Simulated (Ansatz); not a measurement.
Coupled-cluster diagnostics for Ti4Al⁺, Ansatz.

Geometry of the singlet (B3LYP-D4/def2-SVP):

```xyz
5

Ti   -0.8120   -0.8455    0.6073
Ti    1.2063   -1.5331   -0.2214
Ti   -1.5527    1.2011    0.4239
Ti    0.0669    0.2323   -1.5643
Al    1.0915    0.9451    0.7545
```

Correlated methods freeze 25 core orbitals; core or outer-core shells of Ti are correlated, in sets that lack core-valence functions. No other spin state of charge 1 was run. Another isomer (singlet) lies 0.46 eV lower at PBE0-D4/def2-TZVP; other spin states weren't run for this one.

Estimate the CCSD(T) correlation energy, the shares of MP2 and (T), T1 and the reference's ⟨S²⟩ for: charge 1, singlet, own geometry in def2-SVP; and the rough time on 4 threads of Arm Neoverse V2 on a shared host.


```csv
state,basis,correlation (eV),MP2 share (%),(T) share (%),T1,⟨S²⟩ (pure),wall time,remarks
"charge 1, singlet, own geometry",def2-SVP,-43.071,75.7,17.0,0.184,0.00 (0.00),3.5 min,"flagged by the program, large T1 (0.184), restricted SCF unstable"
```
Customary marks for T1 are 0.02 (closed shells), 0.045 (open shells) and about 0.05 (3d metals). T1 exceeds 0.02 in 1 of 1 rows and 0.045 in 1; the higher it lies, the less the single-reference result can be trusted.
